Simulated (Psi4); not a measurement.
Psi4 input (wB97X-D/6-311+G**):

```
memory 1500 MB

molecule {
0 1
C    -1.34361300    0.05966300   -0.07697700
C    -0.72084100   -1.30222500   -0.05366700
C     0.60079100   -1.36266200    0.02203400
C     1.34345300   -0.06321300    0.07693500
S     0.05620700    1.24769800    0.01481100
H    -1.91518900    0.22956300   -0.99222900
H    -2.01684300    0.21323100    0.76944600
H    -1.35228600   -2.18149500   -0.09825500
H     1.15058200   -2.29594800    0.04510600
H     1.92701200    0.03288300    0.99534400
H     2.02866600    0.04921500   -0.76633000
symmetry c1
no_reorient
no_com
}

set {
  basis 6-311+G**
  reference rks
  scf_type df
  df_basis_scf def2-universal-jkfit
  dft_radial_points 99
  dft_spherical_points 590
  e_convergence 1e-8
  d_convergence 1e-7
  maxiter 150
}

e = energy('wb97x-d')
print_out(f'\nFINAL {e:.10f} DIPOLE {variable("CURRENT DIPOLE")[0]:.6f} {variable("CURRENT DIPOLE")[1]:.6f} {variable("CURRENT DIPOLE")[2]:.6f}\n')
```

Output:

```
   => Loading Basis Set <=

    Name: 6-311+G**
    Role: ORBITAL
    Keyword: BASIS
    atoms 1-4  entry C          line   129 file 6-311pgss.gbs
    atoms 5    entry S          line   429 file 6-311pgss.gbs
    atoms 6-11 entry H          line    42 file 6-311pgss.gbs

   => WB97X-D: Empirical Dispersion <=

    Chai and Head-Gordon Dispersion Correction
    Chai, J.-D.; Head-Gordon, M. (2010), J. Chem. Phys., 132: 6615-6620

        s6 =       1.000000

         ---------------------------------------------------------
                                   SCF
               by Justin Turney, Rob Parrish, Andy Simmonett
                          and Daniel G. A. Smith
                              RKS Reference
         ---------------------------------------------------------

  ==> Geometry <==

    Molecular point group: c1
    Full point group: C1

    Geometry (in Angstrom), charge = 0, multiplicity = 1:

       Center              X                  Y                   Z               Mass
    ------------   -----------------  -----------------  -----------------  -----------------
         C           -1.343613000000     0.059663000000    -0.076977000000    12.000000000000
         C           -0.720841000000    -1.302225000000    -0.053667000000    12.000000000000
         C            0.600791000000    -1.362662000000     0.022034000000    12.000000000000
         C            1.343453000000    -0.063213000000     0.076935000000    12.000000000000
         S            0.056207000000     1.247698000000     0.014811000000    31.972071174400
         H           -1.915189000000     0.229563000000    -0.992229000000     1.007825032230
         H           -2.016843000000     0.213231000000     0.769446000000     1.007825032230
         H           -1.352286000000    -2.181495000000    -0.098255000000     1.007825032230
         H            1.150582000000    -2.295948000000     0.045106000000     1.007825032230
         H            1.927012000000     0.032883000000     0.995344000000     1.007825032230
         H            2.028666000000     0.049215000000    -0.766330000000     1.007825032230

  Running in c1 symmetry.

  Rotational constants: A =      0.22134  B =      0.15916  C =      0.09589 [cm^-1]
  Rotational constants: A =   6635.47050  B =   4771.55357  C =   2874.71709 [MHz]
  Nuclear repulsion =  215.945732989169244

  Charge       = 0
  Multiplicity = 1
  Electrons    = 46
  Nalpha       = 23
  Nbeta        = 23

  ==> Algorithm <==

  SCF Algorithm Type is DF.
  DIIS enabled.
  MOM disabled.
  Fractional occupation disabled.
  Guess Type is SAD.
  Energy threshold   = 1.00e-08
  Density threshold  = 1.00e-07
  Integral threshold = 1.00e-12

  ==> Primary Basis <==

  Basis Set: 6-311+G**
    Blend: 6-311+G**
    Number of shells: 78
    Number of basis functions: 154
    Number of Cartesian functions: 159
    Spherical Harmonics?: true
    Max angular momentum: 2

  ==> DFT Potential <==

   => LibXC <=

    Version 7.1.2
    S. Lehtola, C. Steigemann, M. J. T. Oliveira, and M. A. L. Marques,  SoftwareX 7, 1–5 (2018) (10.1016/j.softx.2017.11.002)

   => Composite Functional: WB97X-D <=

    wB97X-D Hyb-GGA Exchange-Correlation Functional

    J.-D. Chai and M. Head-Gordon,  Phys. Chem. Chem. Phys. 10, 6615–6620 (2008) (10.1039/B810189B)

    Deriv               =              1
    GGA                 =           TRUE
    Meta                =          FALSE

    Exchange Hybrid     =           TRUE
    MP2 Hybrid          =          FALSE

   => Exchange-Correlation Functionals <=

    1.0000   wB97X-D range-separated functional

   => Exact (HF) Exchange <=

    0.7780            HF,LR [omega = 0.2000]
    0.2220               HF

   => LibXC Density Thresholds  <==

    XC_HYB_GGA_XC_WB97X_D:  1.00E-14

   => Molecular Quadrature <=

    Radial Scheme          =       TREUTLER
    Pruning Scheme         =           NONE
    Nuclear Scheme         =       TREUTLER

    Blocking Scheme        =         OCTREE
    BS radius alpha        =              1
    Pruning alpha          =              1
    Radial Points          =             99
    Spherical Points       =            590
    Total Points           =         605808
    Total Blocks           =           4290
    Max Points             =            256
    Max Functions          =            152
    Weights Tolerance      =       1.00E-15

   => Loading Basis Set <=

    Name: DEF2-UNIVERSAL-JKFIT
    Role: JKFIT
    Keyword: DF_BASIS_SCF
    atoms 1-4  entry C          line   198 file def2-universal-jkfit.gbs
    atoms 5    entry S          line   903 file def2-universal-jkfit.gbs
    atoms 6-11 entry H          line    18 file def2-universal-jkfit.gbs

  ==> Integral Setup <==

  SCF_SUBTYPE=INCORE selected. In-core MEM_DF algorithm will be used.
  Using in-core AOs.

  ==> MemDFJK: Density-Fitted J/K Matrices <==

    J tasked:                   Yes
    K tasked:                   Yes
    wK tasked:                  Yes
    Omega:                2.000E-01
    Algorithm:                 Core
    Schwarz Cutoff:           1E-12
    Mask sparsity (%):       1.2144
    Fitting Condition:        1E-10

   => Auxiliary Basis Set <=

  Basis Set: DEF2-UNIVERSAL-JKFIT
    Blend: DEF2-UNIVERSAL-JKFIT
    Number of shells: 174
    Number of basis functions: 536
    Number of Cartesian functions: 631
    Spherical Harmonics?: true
    Max angular momentum: 4

  Cached 33.3% of DFT collocation blocks in 0.703 [GiB].

  Minimum eigenvalue in the overlap matrix is 2.3646364585E-05.
  Reciprocal condition number of the overlap matrix is 2.1822437391E-06.
    Using symmetric orthogonalization.

  ==> Pre-Iterations <==

  SCF Guess: Superposition of Atomic Densities via on-the-fly atomic UHF (no occupation information).

   -------------------------
    Irrep   Nso     Nmo
   -------------------------
     A        154     154
   -------------------------
    Total     154     154
   -------------------------

  ==> Iterations <==

                           Total Energy        Delta E     RMS |[F,P]|

   @DF-RKS iter SAD:  -553.79063569519724   -5.53791e+02   0.00000e+00
   @DF-RKS iter   1:  -553.94531186132690   -1.54676e-01   4.73058e-03 ADIIS/DIIS
   @DF-RKS iter   2:  -554.03098418498394   -8.56723e-02   3.76585e-03 ADIIS/DIIS
   @DF-RKS iter   3:  -554.19658513911634   -1.65601e-01   4.81285e-04 ADIIS/DIIS
   @DF-RKS iter   4:  -554.19884910556175   -2.26397e-03   9.58280e-05 DIIS
   @DF-RKS iter   5:  -554.19898596708208   -1.36862e-04   3.56338e-05 DIIS
   @DF-RKS iter   6:  -554.19900206704892   -1.61000e-05   6.62150e-06 DIIS
   @DF-RKS iter   7:  -554.19900298403968   -9.16991e-07   1.50369e-06 DIIS
   @DF-RKS iter   8:  -554.19900303349664   -4.94570e-08   6.39632e-07 DIIS
   @DF-RKS iter   9:  -554.19900304022269   -6.72605e-09   7.06823e-08 DIIS
  Energy and wave function converged.

  ==> Post-Iterations <==

   Electrons on quadrature grid:
      Ntotal   =   46.0000010360 ; deviation = 1.036e-06

    Orbital Energies [Eh]
    ---------------------

    Doubly Occupied:

       1A    -89.002891     2A    -10.317277     3A    -10.317269
       4A    -10.298156     5A    -10.297212     6A     -8.043487
       7A     -5.993018     8A     -5.989227     9A     -5.982005
      10A     -0.956895    11A     -0.833593    12A     -0.825327
      13A     -0.687907    14A     -0.640107    15A     -0.590463
      16A     -0.546391    17A     -0.509699    18A     -0.490075
      19A     -0.458854    20A     -0.446734    21A     -0.394432
      22A     -0.348537    23A     -0.297223

    Virtual:

      24A      0.062585    25A      0.071977    26A      0.073035
      27A      0.083785    28A      0.090074    29A      0.094150
      30A      0.101573    31A      0.124678    32A      0.125481
      33A      0.128570    34A      0.138002    35A      0.151030
      36A      0.152425    37A      0.168533    38A      0.173475
      39A      0.179361    40A      0.191171    41A      0.199887
      42A      0.208467    43A      0.217937    44A      0.223691
      45A      0.238861    46A      0.251502    47A      0.254042
      48A      0.259021    49A      0.289124    50A      0.293781
      51A      0.300865    52A      0.334737    53A      0.363454
      54A      0.397792    55A      0.398530    56A      0.416123
      57A      0.432374    58A      0.485104    59A      0.500561
      60A      0.507703    61A      0.508444    62A      0.559869
      63A      0.563441    64A      0.605552    65A      0.609319
      66A      0.635550    67A      0.641021    68A      0.680884
      69A      0.681716    70A      0.735542    71A      0.736631
      72A      0.753697    73A      0.773222    74A      0.804492
      75A      0.817303    76A      0.850926    77A      0.853474
      78A      0.904871    79A      0.911836    80A      0.960652
      81A      0.970095    82A      0.996243    83A      1.018199
      84A      1.030171    85A      1.118173    86A      1.141019
      87A      1.160688    88A      1.178483    89A      1.195198
      90A      1.349073    91A      1.449793    92A      1.457773
      93A      1.506655    94A      1.570618    95A      1.631759
      96A      1.634833    97A      1.638731    98A      1.696178
      99A      1.704279   100A      1.734240   101A      1.740916
     102A      1.755901   103A      1.757770   104A      1.830384
     105A      1.850610   106A      1.856402   107A      1.916055
     108A      1.931201   109A      2.011187   110A      2.014435
     111A      2.034016   112A      2.125971   113A      2.129304
     114A      2.177947   115A      2.203432   116A      2.223653
     117A      2.281478   118A      2.338311   119A      2.384997
     120A      2.390758   121A      2.543805   122A      2.556106
     123A      2.593766   124A      2.594563   125A      2.649190
     126A      2.664621   127A      2.683513   128A      2.743171
     129A      2.754045   130A      2.807516   131A      2.876844
     132A      2.900476   133A      2.901180   134A      3.080902
     135A      3.093521   136A      3.100955   137A      3.295541
     138A      3.370924   139A      3.467128   140A      3.619269
     141A      3.819882   142A      3.835746   143A      4.082755
     144A      4.095889   145A      4.392215   146A      7.982485
     147A     17.472420   148A     17.592127   149A     17.607115
     150A     23.807107   151A     23.971548   152A     23.991485
     153A     24.425030   154A    189.214608

    Final Occupation by Irrep:
              A
    DOCC [    23 ]
    NA   [    23 ]
    NB   [    23 ]

  @DF-RKS Final Energy:  -554.19900304022269

   => Energetics <=

    Nuclear Repulsion Energy =            215.9457329891692439
    One-Electron Energy =               -1187.7913501619100316
    Two-Electron Energy =                 452.7492060967922498
    DFT Exchange-Correlation Energy =     -35.0989864966679193
    Empirical Dispersion Energy =          -0.0036054676061811
    VV10 Nonlocal Energy =                  0.0000000000000000
    Total Energy =                       -554.1990030402226921

Computation Completed

Properties will be evaluated at   0.000000,   0.000000,   0.000000 [a0]

Properties computed using the SCF density matrix

 Multipole Moments:

 ------------------------------------------------------------------------------------
     Multipole            Electronic (a.u.)      Nuclear  (a.u.)        Total (a.u.)
 ------------------------------------------------------------------------------------

 L = 1.  Multiply by 2.5417464519 to convert [e a0] to [Debye]
 Dipole X            :         -0.0339819           -0.0000113           -0.0339933
 Dipole Y            :         -0.7545802           -0.0000094           -0.7545896
 Dipole Z            :         -0.0089726            0.0000151           -0.0089574
 Magnitude           :                                                    0.7554080

 ------------------------------------------------------------------------------------

FINAL -554.1990030402 DIPOLE -0.033993 -0.754590 -0.008957

*** Psi4 exiting successfully. Buy a developer a beer!
```

The geometry given is a B3LYP-D3(BJ)/def2-TZVP minimum.
